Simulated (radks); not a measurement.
Neutral ytterbium inside a hard spherical wall (all orbitals vanish at R), configuration held at [Xe] 4f14 6s2 and not refilled when levels cross. All-electron calculation, scalar-relativistic Kohn-Sham, PBEsol, spin-unpolarised, spherical densities, point nucleus. Program: a radial shooting solver on a logarithmic mesh with Libxc functionals. Eigenvalues in eV, with the zero of energy where the potential of the charges vanishes at infinity; a dash marks a level that is unbound or too diffuse for the functional's potential to be trusted. A positive occupied level is held by the wall or, in an anion where self-interaction has pushed it up, behind a barrier. The pressure on the wall is -dE/dV.

R (bohr),E (hartree),kinetic (hartree),e(5s),e(5p),e(6s),e(4f),"e(6p, empty)","e(5d, empty)",pressure (GPa)
free,-14055.4362,15318.130,-54.977,-27.464,-3.938,-3.065,-,-,0
20,-14055.4362,15318.130,-54.977,-27.464,-3.938,-3.065,-1.084,-0.680,< 0.0001
15,-14055.4362,15318.130,-54.975,-27.462,-3.937,-3.064,-1.070,-0.674,0.000114
10,-14055.4344,15318.147,-54.851,-27.339,-3.839,-2.942,-0.763,-0.515,0.0424
8,-14055.4233,15318.221,-54.417,-26.910,-3.452,-2.518,0.046,-0.050,0.458
7,-14055.4022,15318.335,-53.880,-26.385,-2.889,-1.993,1.079,0.524,1.56
6,-14055.3469,15318.586,-52.924,-25.459,-1.667,-1.045,3.164,1.594,5.66
4,-14054.7059,15321.026,-47.853,-20.677,8.813,4.317,18.888,8.199,128
3.5,-14054.0599,15323.472,-44.624,-17.567,17.667,8.008,30.956,12.835,354
3,-14052.5975,15328.988,-38.935,-11.762,35.300,14.798,53.485,21.401,1150
2.5,-14048.8269,15342.673,-27.698,0.655,73.831,28.336,99.531,39.103,4530
